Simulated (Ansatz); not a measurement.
The first iterations of a band of AsFH₆OSi₂ (11 atoms, charge 0, multiplicity 1).

All numbers below come from RKS PBE0/def2-SVP in Ansatz 0.2.0.

* movable images: 5
* climbing image: yes
* spring: 5.0 eV/Å²
* optimiser: quadratic models (default)
* start path: straight line
* force threshold: 0.05 eV/Å
* iteration limit: 60
* end points: relaxed

Initial state:

```xyz
11
Properties=species:S:1:pos:R:3
F -2.169 0.346 -0.062
Si -0.571 0.636 0.070
Si 0.143 -0.032 2.194
O 0.248 -0.299 -1.018
As 0.355 -0.117 -2.819
H -0.400 2.089 -0.235
H 1.612 0.216 2.327
H -0.131 -1.488 2.384
H -0.573 0.745 3.253
H 1.779 -0.662 -2.921
H -0.229 -1.491 -3.153
```

Final state:

```xyz
11
Properties=species:S:1:pos:R:3
F -2.064 -0.015 -0.147
Si -0.469 0.281 0.003
Si 0.172 -0.094 2.221
O 0.376 -0.789 -0.931
As 0.596 -0.881 -2.724
H -0.273 1.678 -0.491
H 1.623 0.235 2.370
H -0.049 -1.527 2.579
H -0.616 0.775 3.148
H 1.439 0.393 -2.875
H -0.669 -0.112 -3.133
```

| iteration | highest image above the first end (eV) | largest band force component (eV/Å) |
| --- | --- | --- |
| 1 | 8.442 | 27.332 |
| 2 | 3.316 | 6.105 |
| 3 | 2.731 | 3.031 |
| 4 | 2.492 | 0.934 |
| 5 | 2.411 | 0.859 |
| 6 | 2.436 | 0.296 |

Problem. Does the band converge within its limit, and where does its top end?

Solution. The run converged. It ended after 19 iterations with the highest image 2.420 eV above the first end. Neighbouring images differ by up to 2.4 eV, so the band resolves the path poorly. The order of the stationary point at the top wasn't checked. Another band between the same ends, with other settings, climbed to 0.11 eV only, so this may not be the lowest route.

The run took 6.1 min on 2 threads of Arm Neoverse V2, with other jobs on the host, peak memory 0.35 GiB.
